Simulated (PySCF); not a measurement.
Molecule: `c1c(CC)cccc1`, C8H10.

Cartesian coordinates in Å; atom numbers follow the order of the lines, from 1:
```xyz
18

C    -2.5243   -0.4939   -0.6931
C    -1.7619    0.1065    0.4853
C    -0.2726    0.1217    0.2639
C     0.5200   -0.9724    0.6304
C     1.8911   -0.9811    0.3818
C     2.4960    0.1093   -0.2415
C     1.7198    1.2066   -0.6118
C     0.3490    1.2091   -0.3608
H    -3.6097   -0.4952   -0.5088
H    -2.3363    0.0760   -1.6161
H    -2.2092   -1.5324   -0.8789
H    -1.9890   -0.4649    1.4001
H    -2.1145    1.1349    0.6666
H     0.0529   -1.8300    1.1236
H     2.4921   -1.8437    0.6804
H     3.5714    0.1058   -0.4347
H     2.1854    2.0683   -1.0966
H    -0.2536    2.0750   -0.6508
```

Geometry PBE0-D3(BJ)/def2-SVP throughout; GIAO in PySCF 2.14, gas phase, one conformer, non-relativistic; equivalent atoms averaged; basis pcSseg-1.

**Question.** How do the absolute shieldings σ depend on the functional? (a selection of nuclei; ppm; last column core-seconds on shared hosts with different chips, so compare them loosely; the GGAs took longer than the global hybrids here, which isn't the general rule, and the cause wasn't traced)

**Answer.** 
```
functional                    kind    C3  C5/C7  C4/C8    C6     C2  H15/H17  H14/H18    H16  H12/H13  core-s
        HF            Hartree–Fock  37.9   54.1   55.4  58.1  161.8    24.19    24.32  24.35    29.32      13
       LDA                     LDA  25.7   43.5   43.7  46.4  145.0    23.41    23.53  23.52    28.29      31
      BP86                     GGA  31.0   48.2   48.2  50.9  144.1    23.98    24.09  24.08    28.76      36
      OPBE                     GGA  44.7   59.2   58.9  61.6  151.1    23.84    23.97  23.95    28.70      36
       KT2                     GGA  43.2   59.7   59.9  62.2  148.2    24.07    24.16  24.17    28.71      38
      PBE0           global hybrid  33.9   50.3   50.4  53.1  150.9    23.85    23.97  23.96    28.80      26
      WP04           global hybrid  22.1   39.0   38.7  41.4  137.8    24.50    24.60  24.59    29.17      23
   LC-wPBE  range-separated hybrid  33.2   48.7   49.1  51.8  157.7    23.75    23.88  23.88    28.92      84
```

**Question.** Which nucleus among those listed moves most, in ppm?

**Answer.** C2 (sp3 CH2 on an aromatic ring): from 137.8 ppm with WP04 to 161.8 ppm with HF. The smallest spread is 1.03 ppm, at H12/H13. Proton shifts span only some 12 ppm, so a few tenths of a ppm matter as much there as several ppm in carbon.
